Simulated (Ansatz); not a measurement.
Species: sum formula H$_{5}$SiN$_{2}$O, net charge 0, doublet state. It need not be the lowest isomer of its formula. SMILES: N[Si](N)O
Geometry from a B3LYP-D3(BJ)/def2-TZVP (Ansatz, a quantum-chemistry and plane-wave program) optimisation:
```xyz
9

N     -0.8198    -1.1948     0.7906
Si     0.0672     0.1991     0.3257
N      1.3859    -0.3835    -0.6052
O     -0.6305     1.2907    -0.7229
H     -1.4337    -1.1924     1.5876
H     -1.0516    -1.9204     0.1261
H      1.8919     0.2432    -1.2112
H      1.9721    -1.1189    -0.2442
H     -1.2380     1.9237    -0.3321
```
Charge 0, spin multiplicity 2.

Parts of the frozen-core correlation energy in cc-pV(T+d)Z (Ansatz, hartree). Frozen orbitals: 8; correlated occupied orbitals by spin: 13 and 12; virtual: 178 and 179. UHF or UKS for open shells. No spin-orbit coupling. No relativistic terms.

```tsv
term	value
reference (HF)	-475.77950
MP2 opposite-spin	(withheld)
MP2 same-spin	(withheld)
CCSD correlation	-0.79500
(T)	(withheld)
T1 diagnostic	0.013
largest doubles amplitude	0.015
<S^2> of the reference	0.754
```

Q: Some entries are withheld; supply them.

A: 
- MP2 opposite-spin, value: -0.58117
- MP2 same-spin, value: -0.19132
- (T), value: -0.02986
